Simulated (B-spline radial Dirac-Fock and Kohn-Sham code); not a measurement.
Z = 63 (europium), transition energy 1650 keV. Model: a Dirac-Hartree-Slater potential of the neutral atom with a Latter tail (no hole, which puts coefficients of high multipoles low close above an edge), finite nucleus with surface currents. Program: an atomic code on a B-spline grid. Subshells that would emit electrons below 1 keV are left out, and so is internal pair formation.

Question: A pure transition shows α(K) = 0.00264, L1/L2 = 5.66 and L1/L3 = 28.4. What is its multipolarity?
A. E4
B. E3
C. M1
D. E2
E. M4
F. M3
G. E1
H. M2

Answer: A. For comparison, α(K), L1/L2, L1/L3 are E1 0.000387, 39.3, 30.3; E2 0.000832, 17.2, 33.8; E3 0.00154, 8.99, 32.8; M1 0.00113, 26.2, 95.3; M2 0.00253, 18.5, 115; M3 0.00447, 13.6, 72.0; M4 0.00735, 10.5, 37.4.

Values without a named source are computed, but for edge energies of neutral atoms, which are taken from tables.
